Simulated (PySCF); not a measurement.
# Zr (zirconium, neutral): UHF calculation

Configuration: [Kr] 4d2 5s2, high-spin 3F determinant. Calculation: PySCF 2.14, in aug-cc-pVDZ-PP with ECP28MDF (5s5p4d2f, 54 functions); a scalar-relativistic core potential.

```
Total energy             : -46.302154 hartree
One-electron energy      : -77.5584 hartree
Hartree (Coulomb) energy : 36.5680 hartree
Exchange energy          : -5.3118 hartree
⟨S²⟩                     : 2.0116
⟨L²⟩                     : 12.037
Sum of ⟨r⟩               : 23.20 bohr
Sum of ⟨r²⟩              : 64.69 bohr²
Time after the integrals : 0.32 s of wall time on 1 thread of Neoverse-V1 (shared host)
```

```
shell  electrons  mean orbital energy (hartree)  rms radius, mean of both spins (bohr)
 4s α          1                       -2.54189                                   1.31
 4s β          1                       -2.46321                                   1.31
 4p α          3                       -1.54857                                   1.48
 4p β          3                       -1.44070                                   1.48
 4d α          2                       -0.32235                                   2.36
 5s α          1                       -0.23074                                   4.30
 5s β          1                       -0.19754                                   4.30
```

Energies and moments cover only the electrons outside the core potential.
